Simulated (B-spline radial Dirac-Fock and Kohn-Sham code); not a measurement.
**Ionisation energies of cadmium ions, computed and tabulated**

Method: relaxed Dirac-Fock hole states (ΔSCF) with Breit and QED corrections and a finite nucleus. Computed with a radial B-spline solver. Each value is the difference of the configuration-average energies of two neighbouring ions in their tabulated ground configurations. The model has no electron correlation. NIST's values refer to the lowest levels; many for high charge states are themselves semi-empirical or theoretical. Where a p, d or f shell is open in either ion the computed value averages over both j values and all terms, while the table refers to the lowest levels; that difference holds spin-orbit splitting (largest in heavy or highly charged ions), term energies where several electrons share open shells, and correlation, and it can reach 10 % or more.

```csv
ion,configuration,computed (eV),NIST (eV),kind,NIST − computed (eV)
Cd³⁸⁺,[He] 2s2 2p6,5897.3,5839 ± 3,semi-empirical,-58.28
Cd³⁹⁺,[He] 2s2 2p5,6106.0,6039 ± 9,semi-empirical,-67.04
Cd⁴⁰⁺,[He] 2s2 2p4,6317.8,6257 ± 12,semi-empirical,-60.81
Cd⁴¹⁺,[He] 2s2 2p3,6532.6,6460 ± 40,semi-empirical,-72.60
Cd⁴²⁺,[He] 2s2 2p2,6750.4,6869 ± 8,semi-empirical,+118.60
Cd⁴³⁺,[He] 2s2 2p1,6971.2,7109 ± 5,semi-empirical,+137.78
Cd⁴⁴⁺,[He] 2s2,7407.4,7414 ± 7,semi-empirical,+6.63
Cd⁴⁵⁺,[He] 2s1,7607.7,7607.95 ± 0.03,theoretical,+0.22
Cd⁴⁶⁺,1s2,31448.8,31451.07 ± 0.017,theoretical,+2.31
Cd⁴⁷⁺,1s1,32341.7,32341.59 ± 0.009,theoretical,-0.08
```

Q: Where in this range is the largest relative jump, and why?

A: From Cd⁴⁵⁺ (7607.7 eV) to Cd⁴⁶⁺ (31448.8 eV), a factor of 4.13. The configuration goes from [He] 2s1 to 1s2, so the next electron comes out of a deeper subshell.
